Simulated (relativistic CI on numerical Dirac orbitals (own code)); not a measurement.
## Charge states of osmium

Method of calculation: Dirac-Coulomb-Breit CI, separate exchange-only KLI orbitals for each configuration, model QED, valence Slater integrals scaled by 0.9 (own radial code, finite nucleus).

Each species is treated in one configuration, given outside its closed core. Radial values are for the open shell of highest l, unscaled and averaged over j; ζ includes the Breit term. Labels give the leading LS character, summed over repeated terms.

```csv
Ion,Configuration,Its lowest level,LS weight (%),ζ (cm⁻¹),Next level,E (cm⁻¹),F² (cm⁻¹),F⁴ (cm⁻¹)
Os²⁴⁺,4d¹⁰4f⁶,J = 0 (mixed),45,8467,⁷F1,9480.1,231300,150000
Os²⁵⁺,4d¹⁰4f⁵,⁶H°5/2,63,8783,⁶H°7/2,13181,235700,153000
Os²⁶⁺,4d¹⁰4f⁴,⁵I4,78,9106,⁵I5,17894,240000,156000
Os²⁷⁺,4d¹⁰4f³,⁴I°9/2,80,9437,⁴I°11/2,25076,244200,159000
Os²⁸⁺,4d¹⁰4f²,³H4,86,9775,³F2,20836,248400,161900
Os²⁹⁺,4d¹⁰4f,²F°5/2,100,10120,²F°7/2,35556,,
Os³⁰⁺,4d¹⁰,¹S0,100,,,,,
Os³¹⁺,4d⁹,²D5/2,100,61510,²D3/2,154090,,
Os³²⁺,4d⁸,³F4,88,62680,J = 2 (mixed),27104,237600,161600
Os³³⁺,4d⁷,⁴F9/2,62,63850,J = 3/2 (mixed),38121,239400,162800
Os³⁴⁺,4d⁶,J = 4 (mixed),39,65040,J = 2 (mixed),23429,241100,164100
Os³⁵⁺,4d⁵,J = 5/2 (mixed),27,66240,J = 5/2 (mixed),123050,242900,165400
Os³⁶⁺,4d⁴,³P0,59,67460,⁵D1,138590,244600,166600
Os³⁷⁺,4d³,J = 3/2 (mixed),48,68680,⁴F5/2,143660,246400,167900
Os³⁸⁺,4d²,³F2,75,69920,³P0,67405,248100,169100
Os³⁹⁺,4d,²D3/2,100,71170,²D5/2,178370,,
Os⁴⁰⁺,3d¹⁰4s²4p⁶,¹S0,100,,,,,
Os⁴¹⁺,3d¹⁰4s²4p⁵,²P°3/2,100,579000,²P°1/2,869280,,
Os⁴²⁺,3d¹⁰4s²4p⁴,³P2,69,586800,¹S0,72033,257700,
Os⁴³⁺,3d¹⁰4s²4p³,J = 3/2 (mixed),47,594700,⁴S°3/2,839320,258900,
Os⁴⁴⁺,3d¹⁰4s²4p²,³P0,70,602700,³P1,859580,260100,
Os⁴⁵⁺,3d¹⁰4s²4p,²P°1/2,100,610700,²P°3/2,916970,,
Os⁴⁶⁺,3d¹⁰4s²,¹S0,100,,,,,
Os⁴⁷⁺,3d¹⁰4s,²S1/2,100,,,,,
```
